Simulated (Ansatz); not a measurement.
`FB(F)N([SiH3])[SiH3]`. Total charge 0; spin multiplicity 1. The structure was optimised at the PBE0-D4/def2-TZVP level. It is one conformer, not always the lowest.

```xyz
12

F    -0.780    2.335    1.022
B    -0.410    1.077    1.222
F    -0.367    0.664    2.488
N    -0.072    0.194    0.175
Si    0.408   -1.446    0.589
Si   -0.100    0.640   -1.521
H     0.711   -2.117   -0.702
H     1.618   -1.443    1.445
H    -0.694   -2.163    1.275
H    -1.024   -0.265   -2.250
H     1.261    0.482   -2.095
H    -0.550    2.043   -1.649
```

(1) What is the dipole moment at ωB97M-V/def2-TZVPP? (An estimate is asked.)

(2) And with PBE, r2SCAN, B3LYP? (Estimate.)

(3) Give the Mulliken charges with ωB97M-V, r2SCAN, B3LYP in def2-TZVPP. (Best estimate.)

## Answers

(1) Computed: 1.58 D, with components (0.38, -1.00, -1.16) D in this frame, pointing from negative to positive charge.

(2) The calculation gave: PBE 1.54 D, r2SCAN 1.55 D, B3LYP 1.65 D.

(3) Ansatz gave: 
```
atom  ωB97M-V  r2SCAN  B3LYP
  F1    -0.24   -0.26  -0.25
  B2     0.45    0.48   0.44
  F3    -0.25   -0.27  -0.26
  N4    -0.27   -0.27  -0.22
 Si5     0.21    0.34   0.31
 Si6     0.19    0.33   0.30
  H7    -0.02   -0.07  -0.06
  H8    -0.01   -0.06  -0.05
  H9    -0.01   -0.06  -0.05
 H10    -0.02   -0.06  -0.06
 H11    -0.02   -0.06  -0.06
 H12     0.00   -0.04  -0.04
```

B3LYP here is the variant with VWN-RPA as its local correlation; programs differ in this.
